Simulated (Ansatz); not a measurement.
Ideal-gas functions of CH$_{4}$OSn (`O=[CH][SnH3]`) at 400 K and 1 bar, from an Ansatz frequency run at PBE0-D4/def2-TZVP.

Molar mass 150.75 g/mol, point group Cs (symmetry number 1), electronic degeneracy 1, moments of inertia 15.069, 173.915, 181.22 u Å². Harmonic wavenumbers (cm⁻¹, unscaled): 48, 225, 353, 379, 587, 663, 711, 722, 838, 1368, 1791, 1935, 1941, 1969, 2818.

Use S(trans) = R[1.5 ln M + 2.5 ln T − 1.1517]; rotational temperatures θ = 24.2544 K / I; S(rot) = R[ln(√π/σ · √(T³/θAθBθC)) + 1.5]; for each mode x = 1.438777 ν̃/T, S = R[x/(eˣ − 1) − ln(1 − e⁻ˣ)] and H = RT x/(eˣ − 1); 1 cm⁻¹ = 0.0119627 kJ/mol; R = 8.31446 J/(mol·K).

**Question.** By hand: the entropy, in J/(mol·K).

**Answer.** Translation 177.5. Rotation: θ = 1.6096, 0.1395, 0.1338 K, giving 106.5. Vibration, mode by mode: 22.93, 10.30, 6.87, 6.35, 3.49, 2.82, 2.46, 2.38, 1.71, 0.36, 0.10, 0.06, 0.06, 0.06, 0.00, in all 59.9. Electronic 0.0. Sum 343.9 J/(mol·K).

**Question.** By hand: H − E and G − E in kJ/mol, counted from the electronic energy.

**Answer.** Zero-point energy ½ × 16348 × 0.0119627 = 97.8; thermal vibration 12.3; translation, rotation and pV give 4 RT = 13.3. H − E = 123.4 kJ/mol, and G − E = 123.4 − 400 × 343.9/1000 = -14.2 kJ/mol.

Vibration gives 17 % of the entropy, 22.9 J/(mol·K) of it from the mode under 150 cm⁻¹: soft modes count most, and the harmonic formula is weakest for them.
